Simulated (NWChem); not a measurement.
System: AlPH$_{4}$; SMILES [AlH2][PH2]

All runs: NWChem. Geometry: optimised at B3LYP/6-31G* (spherical d). Ions are spin-unrestricted doublets at the neutral geometry; other ion states weren't tried.

For level PBE/def2-SVP:

```yaml
"−ε(HOMO) (eV)": 6.10
```

### Question
What are these values for level PBE0/def2-SVP?

### Answer
- −ε(HOMO) (eV): 7.16
